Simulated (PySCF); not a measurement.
H2MgO2, SMILES [OH][Mg][OH]. The structure is a stationary point at PBE-D3(BJ)/def2-TZVP. One conformer was computed; it need not be the lowest.

Problem. Give the equilibrium geometry at PBE-D3(BJ)/def2-TZVP (PySCF confirms it by a frequency run) as a Z-matrix, and its point group. (An estimate is asked for; the answer gives what the named calculation found.)

Solution. Several could match; the one computed here: point group C2.
```
Mg
O 1 1.7982
H 2 0.9610 1 140.35
O 1 1.7982 3 168.33 2 161.14
H 4 0.9610 1 140.35 3 130.52
```
